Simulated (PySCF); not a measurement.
CH5ClGe (SMILES [CH3][GeH2][Cl]), singlet, at a GFN2-xTB geometry. Base run: PBE0/6-31G (PySCF).

Input for PySCF:
```python
from pyscf import gto, scf, dft, solvent

mol = gto.M(
    atom='''
Ge   -0.011316    0.514277    0.202066
C    -1.931861    0.071769    0.190659
Cl    1.060266   -1.137245   -0.533968
H     0.322362    1.696816   -0.678647
H     0.513191    0.810147    1.588698
H    -2.119883   -0.799283    0.814207
H    -2.529413    0.897860    0.564003
H    -2.257498   -0.159866   -0.820875
''',
    basis='6-31g',
    charge=0,
    spin=0,
    verbose=4,
)

mf = dft.RKS(mol)
mf.xc = 'pbe0'
mf.kernel()
```

Variants of this job, named by their change:

| change | ΔE vs base (kcal/mol) | dipole (D) | HOMO-LUMO gap (eV) |
|---|---|---|---|
| base | 0.000 | 3.00 | 8.69 |
| model = SS(V)PE; solvent = 2-propanol | -2.99 | 3.67 | 8.83 |
| model = IEF-PCM; solvent = dimethylsulfoxide | -3.17 | 3.71 | 8.84 |
| model = IEF-PCM; solvent = 2-propanol; lebedev_order = 11 | -2.99 | 3.67 | 8.83 |
| model = IEF-PCM; solvent = toluene | [?] | [?] | [?] |
| model = IEF-PCM; solvent = 2-propanol; vdw_scale = 1.1 | -3.85 | 3.79 | 8.86 |
| model = IEF-PCM; solvent = 2-propanol; vdw_scale = 1.0 | -5.03 | 3.90 | 8.89 |
| model = IEF-PCM; solvent = 2-propanol | -3.02 | 3.68 | 8.83 |
| model = IEF-PCM; solvent = n-hexane | [?] | [?] | [?] |
| model = ddCOSMO; solvent = 2-propanol | -2.85 | 3.63 | 8.85 |
| model = IEF-PCM; solvent = acetonitrile | [?] | 3.71 | 8.84 |
| model = COSMO; solvent = 2-propanol | -2.98 | 3.67 | 8.83 |

**Question.** What belongs in the gaps?

**Answer.** 
- model = IEF-PCM; solvent = toluene, ΔE vs base (kcal/mol): -1.55
- model = IEF-PCM; solvent = toluene, dipole (D): 3.35
- model = IEF-PCM; solvent = toluene, HOMO-LUMO gap (eV): 8.77
- model = IEF-PCM; solvent = n-hexane, ΔE vs base (kcal/mol): -1.20
- model = IEF-PCM; solvent = n-hexane, dipole (D): 3.27
- model = IEF-PCM; solvent = n-hexane, HOMO-LUMO gap (eV): 8.76
- model = IEF-PCM; solvent = acetonitrile, ΔE vs base (kcal/mol): -3.13

The base is the gas phase, so ΔE is the electrostatic part of solvation at a fixed geometry, without cavity and dispersion terms.
